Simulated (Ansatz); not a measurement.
Geometry optimisation, RKS PBE0-D4/6-31G* (Ansatz 0.2.0).

Input:

```yaml
crystal:
  periodic: [false, false, false]
  atoms:
    - { symbol: B, position_ang: [0.0, 0.0, 0.0] }
    - { symbol: F, position_ang: [0.0, 0.0, 1.32] }
    - { symbol: "N", position_ang: [1.3423, 0.0, -0.775] }
    - { symbol: H, position_ang: [1.8089, -0.9179, -1.0268] }
    - { symbol: H, position_ang: [1.7937, 0.9179, -1.0532] }
    - { symbol: "N", position_ang: [-1.3423, 0.0, -0.775] }
    - { symbol: H, position_ang: [-2.0112, -0.8164, -0.6764] }
    - { symbol: H, position_ang: [-1.5914, 0.8164, -1.4036] }
basis:
  gaussian: { orbitals: "6-31G*" }
hamiltonian:
  xc: pbe0
  dispersion: d4
relax:
  f_tol: 0.02
  max_steps: 40
output:
  orbitals: {}
```

Launched with:

```bash
$ ansatz run input.yaml --threads 1 --pin off --max-ram 2048MiB --backend cpu --events-out ev --progress --plain --runs-dir out
```

Question: Where does it end, and by what steps?

Answer: The run converged. After 11 steps the energy has fallen by 2.222 eV; H4 moved furthest, 1.28 Å.

```json
{"step": "0", "energy less start (eV)": "0.0000", "largest force component (eV/Å)": "3.570", "accepted": "yes"}
{"step": "1", "energy less start (eV)": "-0.8383", "largest force component (eV/Å)": "1.888", "accepted": "yes"}
{"step": "2", "energy less start (eV)": "-1.3017", "largest force component (eV/Å)": "0.854", "accepted": "yes"}
{"step": "3", "energy less start (eV)": "-1.5495", "largest force component (eV/Å)": "0.611", "accepted": "yes"}
{"step": "4", "energy less start (eV)": "-1.7271", "largest force component (eV/Å)": "0.953", "accepted": "yes"}
{"step": "5", "energy less start (eV)": "-1.8825", "largest force component (eV/Å)": "1.290", "accepted": "yes"}
{"step": "6", "energy less start (eV)": "-2.0465", "largest force component (eV/Å)": "0.664", "accepted": "yes"}
{"step": "7", "energy less start (eV)": "-2.1635", "largest force component (eV/Å)": "0.381", "accepted": "yes"}
{"step": "8", "energy less start (eV)": "-2.2145", "largest force component (eV/Å)": "0.186", "accepted": "yes"}
{"step": "9", "energy less start (eV)": "-2.2210", "largest force component (eV/Å)": "0.072", "accepted": "yes"}
{"step": "10", "energy less start (eV)": "-2.2217", "largest force component (eV/Å)": "0.038", "accepted": "yes"}
{"step": "11", "energy less start (eV)": "-2.2218", "largest force component (eV/Å)": "0.006", "accepted": "yes"}
```

```xyz
8
Properties=species:S:1:pos:R:3
B -0.005 0.041 -0.103
F -0.018 0.165 1.242
N 1.245 0.115 -0.762
H 1.371 0.032 -1.756
H 2.098 0.254 -0.246
N -1.240 -0.155 -0.762
H -2.104 -0.198 -0.247
H -1.346 -0.255 -1.757
```

Time of the run: 31 s on 1 thread of Arm Neoverse V1, with other jobs on the host, peak memory 0.14 GiB.
